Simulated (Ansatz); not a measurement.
Species: CH6BO2Si (charge 0, doublet). It need not be the lowest isomer of its formula. 
Structure (B3LYP-D3(BJ)/def2-TZVP (Ansatz, a quantum-chemistry and plane-wave program) minimum search):
SMILES: C[SiH2]B([O])O
```xyz
11

C      2.0955    -0.1827     0.4817
Si     0.6753     0.8588    -0.1649
B     -1.0803    -0.3674    -0.1090
O     -1.3971    -0.3240    -1.3438
O     -1.4581    -0.9046     1.0821
H      2.2852    -1.0310    -0.1772
H      3.0052     0.4218     0.5299
H      1.8769    -0.5613     1.4804
H      0.9351     1.3588    -1.5273
H      0.3651     2.0002     0.7348
H     -2.2526    -1.4504     1.0157
```
Charge 0, spin multiplicity 2.

Parts of the frozen-core correlation energy in cc-pwCVTZ (Ansatz, hartree). Frozen orbitals: 9; correlated occupied orbitals by spin: 15 and 14; virtual: 291 and 292. UHF or UKS for open shells. Spin-orbit coupling is left out. No relativistic terms.

| term | value |
|---|---|
| reference (HF) | -504.85643 |
| MP2 opposite-spin | [?] |
| MP2 same-spin | [?] |
| CCSD correlation | -0.91061 |
| (T) | [?] |
| T1 diagnostic | 0.030 |
| largest doubles amplitude | 0.023 |
| <S^2> of the reference | 0.782 |

Q: Complete the blanks.

A: 
- MP2 opposite-spin, value: -0.66032
- MP2 same-spin, value: -0.20278
- (T), value: -0.03657
